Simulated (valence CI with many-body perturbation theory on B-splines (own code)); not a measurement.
## Basis-set convergence for Nd²⁰⁺

Calculated by valence CI with perturbative core correlation (CI+MBPT): four valence electrons over a frozen Dirac-Fock core [Kr], radial functions for each j: 7 s, 7 p, 8 d, 6 f, 4 g, 1 h, with the one-electron correlation potential Σ1, the two-electron term Σ2, the three-electron term Σ3, Breit, model QED; selected CI, second order for the rest, scaled by the run's own slope (own B-spline code, finite nucleus).

No measured levels were compared; by estimate terms of the open shell hold to 2 to 4 % of their energy, and close levels can change places. Only levels of the ground parity were solved; by the run's estimate the other parity begins above the list, which can be wrong where configurations are misplaced.

The reference run has the lowest level (4d3/2^4) J=0 and an ionisation energy of 603.030 eV. Its largest variational space holds 19998 state functions.

Levels are named by their leading jj configuration (3d3/2^4 stands for four electrons in 3d with j = 3/2), which in mixed levels can hold well under half, so a name can repeat and another be missing. Letters in brackets count levels of one name in rising energy.

Changed runs:
A. basis 6 s, 6 p, 5 d, 5 f, 1 g
B. basis 5 s, 5 p, 4 d, 4 f

Excitation energies of the reference run in cm⁻¹, and shifts in cm⁻¹:

```
                    Level  Reference       A       B
      (4d3/2^3 4d5/2) J=1      23325    -167    -377
      (4d3/2^3 4d5/2) J=2      38948    -203    -400
      (4d3/2^3 4d5/2) J=3      48280    -157    -230
      (4d3/2^3 4d5/2) J=4      49525    -4.0    +184
(4d3/2^2 4d5/2^2) J=0 [a]      70626    +5.2     +58
(4d3/2^2 4d5/2^2) J=4 [a]      73910     -71     +92
(4d3/2^2 4d5/2^2) J=3 [a]      82059     +17    +508
(4d3/2^2 4d5/2^2) J=2 [a]      83918    +117    +799
    (4d3/2^2 4d5/2^2) J=5      88846     +21    +524
    (4d3/2^2 4d5/2^2) J=1      92228     +71    +589
    (4d3/2^2 4d5/2^2) J=6      95458     +70    +674
(4d3/2^2 4d5/2^2) J=4 [b]     103150    +102    +743
   Ionisation energy (eV)    603.030  -0.059  -0.134
```
